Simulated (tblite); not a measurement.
C$_{4}$H$_{5}$O$_{3}$ (SMILES [CH2]C1COC(=O)O1), doublet, at a GFN2-xTB geometry; GFN1-xTB (tblite).

The tblite input:
```
$ tblite run mol.xyz --method gfn1 --charge 0 --spin 1 --efield 0,0,0.1 --json tblite.json --no-restart

# file mol.xyz
12

C     -2.15067560     0.74350382     0.15158791
C     -1.05986199     0.08425735    -0.57504673
C     -0.61103755    -1.28156411     0.06243273
O      0.71985863    -1.05379853     0.45559543
C      1.12041832     0.18444962     0.10502653
O      2.20097324     0.62109308     0.31602604
O      0.13788609     0.85047907    -0.51530029
H     -1.92380132     1.40052163     0.96689958
H     -3.16763097     0.57378294    -0.13574301
H     -1.31982611    -0.06193467    -1.63134197
H     -1.20932328    -1.53438179     0.94204435
H     -0.64222117    -2.10405719    -0.65643091
```

Output, abridged:

```
xTB calculator
 | screened Coulomb repulsion
 | Coulomb electrostatics
 |  * isotropic Klopman-Ohno-Mataga-Nishimoto electrostatics
 |  * onsite third-order electrostatics
 | DFT-D3(BJ) dispersion correction
 | Interactions (1)
 | [1] electric field

halogen bonding energy    0.0000000000000E+00 Eh
repulsion energy          2.0570195031551E-01 Eh
dispersion energy        -4.0927023236268E-03 Eh
interaction energy        0.0000000000000E+00 Eh
number of electrons       3.9000000000000E+01 e
integral cutoff           1.9731147476801E+01 bohr

------------------------------------------------------------
  cycle        total energy    energy error   density error
------------------------------------------------------------
      1     -24.62804037351  -2.4829650E+01   4.5676733E-01
      2     -25.19408074636  -5.6604037E-01   2.3090085E-01
      3     -25.19825764563  -4.1768993E-03   1.1498705E-01
      4     -25.19807841395   1.7923168E-04   1.3387581E-02
      5     -25.19890131085  -8.2289690E-04   3.4732609E-03
      6     -25.19898006993  -7.8759080E-05   1.0803288E-03
      7     -25.19898660301  -6.5330768E-06   2.7687766E-04
      8     -25.19898713534  -5.3232799E-07   1.9848748E-05
------------------------------------------------------------

electronic energy        -2.5400596383330E+01 Eh
total energy             -2.5198987135338E+01 Eh

Post processing:
 | Mayer-Wiberg bond orders

[Info] JSON dump of results written to 'tblite.json'
```
